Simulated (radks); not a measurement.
Effect of the nuclear size on neutral arsenic, [Ar] 3d10 4s2 4p3. All-electron calculation, Dirac Kohn-Sham, BLYP, spin-unpolarised, spherical densities, finite nucleus; open shells fill j = l - 1/2 first; Fermi nuclear charge, rms radius 4.0968 fm. Program: a radial shooting solver on a logarithmic mesh with Libxc functionals. The rms radius is varied about that value; shifts are against it.

| rms radius (fm) | total energy shift (eV) | density at nucleus (e/bohr^3) | 1s1/2 shift (meV) | 2s1/2 shift (meV) | 3s1/2 shift (meV) | 3p1/2 shift (meV) | 4s1/2 shift (meV) |
|---|---|---|---|---|---|---|---|
| 3.5232 | -0.103 | 3.594e+04 | -43.9 | -4.33 | -0.656 | 0.064 | -0.054 |
| 3.7527 | -0.0638 | 3.578e+04 | -27.1 | -2.67 | -0.405 | 0.039 | -0.033 |
| 4.0968 | 0 | 3.557e+04 | 0.000 | 0.000 | 0.000 | 0.000 | 0.000 |
| 4.2771 | 0.0355 | 3.547e+04 | 15.1 | 1.49 | 0.225 | -0.022 | 0.019 |
| 4.9817 | 0.188 | 3.511e+04 | 79.8 | 7.86 | 1.19 | -0.116 | 0.098 |

Slopes of the eigenvalues against <r^2> in GHz/fm^2, as finite differences over the two radii next to the reference (eigenvalue slopes, not the field-shift constants of lines): 1s1/2 2420, 2s1/2 239, 3s1/2 36.2, 3p1/2 -3.52, 4s1/2 2.98.
